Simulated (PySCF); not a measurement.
A structure optimised at PBE-D3(BJ)/def2-SVP, used in a PySCF frequency run:

```xyz
7

Mg     0.0000     0.0000    -0.6748
I      0.0000     0.0000     1.8829
O      0.0000     0.0000    -2.4775
Si     0.0000     0.0000    -4.1319
H     -1.2197     0.7042    -4.6764
H      0.0000    -1.4084    -4.6764
H      1.2197     0.7042    -4.6764
```

Q: Write its SMILES, formula and point group.

A: [SiH3][O][Mg][I], H₃IMgOSi, C3v

Q: What are its rotational constants (standard atomic weights)?

A: 84.255, 0.46205, 0.46205 GHz
